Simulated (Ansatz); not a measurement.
Species: SiN, charge 0, doublet. SiN (SMILES [Si]#N, doublet).
B3LYP-D3(BJ)/def2-TZVP minimum from Ansatz (a quantum-chemistry and plane-wave program):
```
Si
N 1 1.5675
```
Charge 0, spin multiplicity 2.

Total energies in hartree (Ansatz). Radicals and triplets start from unrestricted determinants; spin-orbit coupling is neglected. Correlated methods leave the cores frozen. No relativity. The UHF reference of NSi (N#[Si], doublet) is spin-contaminated (<S^2> up to 0.45 over the pure value in the sets run).

```csv
species,HF/cc-pV(T+d)Z,CCSD(T)/cc-pV(T+d)Z,HF/cc-pV(Q+d)Z,CCSD(T)/cc-pV(Q+d)Z,CCSDT(Q)/cc-pV(Q+d)Z
"1: SiN (SMILES N#[Si], doublet)",-343.30433,-343.60319,-343.31116,-343.62611,-343.63161
2: Si (triplet),-288.85649,-288.93344,-288.85845,-288.93781,-288.93861
3: N (quartet),-54.40069,-54.51471,-54.40372,-54.52482,-54.52521
```

Work out the atomisation energy (electronic, to ground-state atoms) in kcal/mol: take Hartree-Fock from cc-pV(Q+d)Z, extrapolate the CCSD(T) correlation energy as X^-3 (X = 3, 4), and add CCSDT(Q) - CCSD(T) in cc-pV(Q+d)Z. 1 hartree = 627.51 kcal/mol.


Species 1: correlation (64·(-0.31495) - 27·(-0.29886))/37 = -0.32669; step -0.00550; E1 = -343.31116 + (-0.32669) + (-0.00550) = -343.64335
Species 2: correlation (64·(-0.07936) - 27·(-0.07695))/37 = -0.08112; step -0.00080; E2 = -288.85845 + (-0.08112) + (-0.00080) = -288.94037
Species 3: correlation (64·(-0.12110) - 27·(-0.11402))/37 = -0.12627; step -0.00039; E3 = -54.40372 + (-0.12627) + (-0.00039) = -54.53038
-1·E1 +1·E2 +1·E3 = 0.17260 hartree = 108.3 kcal/mol.
